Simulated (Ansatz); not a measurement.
Molecule: CAuClO, net charge 0, triplet state. The spin state was set by rule; other spins were not relaxed. 
Structure (B3LYP-D3(BJ)/def2-TZVP (Ansatz, a first-principles code) minimum search):
```
C
O 1 1.1420
Au 1 2.0447 2 144.24
Cl 3 2.3769 1 109.95 2 -180.00
```
Charge 0, spin multiplicity 3.

Quantity: atomisation energy (electronic, to ground-state atoms), in kcal/mol. Cores are frozen in the correlated levels unless marked. Open shells are spin-unrestricted. Spin-orbit coupling is left out. The frozen core is the preceding noble-gas configuration, with the filled d and f shells of earlier blocks. Past Kr the def2 sets carry scalar-relativistic core potentials. The coupled-cluster limit lacks core correlation, which all-electron functionals hold. CBS(X,Y): correlation extrapolated as X^-3; Hartree-Fock from the larger set. [CCSD(T)-MP2]/basis is that difference in the basis named.

| level | program | atomisation energy (kcal/mol) |
|---|---|---|
| PBE-D3(BJ)/def2-TZVPD | Ansatz + dftd3 | 317.5 |
| revPBE-D3(BJ)/def2-TZVPD | Ansatz + dftd3 | 301.3 |
| B2PLYP/def2-TZVPD | Ansatz | 284.3 |
| SCS-MP2/def2-TZVPP | Ansatz | 270.6 |
| CCSD/def2-SVPD | Ansatz | 252.7 |
| CCSD(T)/def2-SVPD | Ansatz | 264.0 |
| RI-MP2/CBS(def2-TZVPP,def2-QZVPP)+[CCSD(T)-MP2]/def2-TZVPP | Ansatz | 282.8 |
